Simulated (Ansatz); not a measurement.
```yaml
crystal:
  periodic: [false, false, false]
  atoms:
    - {symbol: Er, position_ang: [0.001224, -0.001312, 0.008619]}
    - {symbol: Cl, position_ang: [2.411072, -0.020520, 0.026000]}
    - {symbol: Cl, position_ang: [-1.184996, 2.096244, -0.012631]}
    - {symbol: Cl, position_ang: [-1.227300, -2.074422, -0.021998]}
basis:
  gaussian: {orbitals: def2-mTZVPP}
magnetization: {spin_polarized: true, initial_magnetization: 3}
hamiltonian: {xc: {name: wPBEh}}
scf: {omitted_lower_state_checks: [starts]}
output: {forces: true}
```

```sh
$ ansatz run in.yaml --threads 4 --pin off --events-out ev --progress --plain --max-ram 8704MiB
```

Shortened log:

```
Functional definition: wPBEh
basis functions trapped inside cores are left out: 1
1190 factors; integrals over basis functions are off by at most 1.1e-3 eV
63 factors; integrals over basis functions are off by at most 1.7e-4 eV
mean field evaluation 1: about -65174.2430 eV, gradient 1.0e2 eV
mean field evaluation 2: about -64567.5705 eV, gradient 6.1e2 eV
mean field evaluation 4: about -65124.3261 eV, gradient 1.9e2 eV
mean field evaluation 8: about -65188.4213 eV, gradient 2.0e1 eV
mean field evaluation 16: about -65192.8179 eV, gradient 1.6e-2 eV
mean field evaluation 32: about -65192.8266 eV, gradient 1.3e-2 eV
mean field -65192.82665072 eV, -2395.7921901290 hartree, gradient 2.4e-9 eV, S^2 3.752699; 0 other end points of the search recorded, 0 dependent functions left out
reference -65192.82672074 eV, -2395.7921927020 hartree; 47, 44 occupied and 105, 108 virtual orbitals, 1190 factors
Total energy: -65192.82672074 eV, -2395.7921927020 hartree
Atom 0 at     0.001224    -0.001312     0.008619 Å, force    -0.004106     0.003378     0.000183 eV/Å
Atom 1 at     2.411072    -0.020520     0.026000 Å, force     0.228432    -0.003870     0.002643 eV/Å
Atom 2 at    -1.184996     2.096244    -0.012631 Å, force    -0.110829     0.197792    -0.000968 eV/Å
Atom 3 at    -1.227300    -2.074422    -0.021998 Å, force    -0.113497    -0.197299    -0.001858 eV/Å
Dipole moment:     0.001630    -0.001776     0.016639 e Å
Checks for a lower state left out: starts
```

Run time 87 s (4 threads of Arm Neoverse V1 on a shared host), peak host memory 0.92 GiB.

In the def2 sets Er takes a core potential; there is no spin–orbit coupling. With an open 4f shell the SCF may have ended on a state above the lowest.
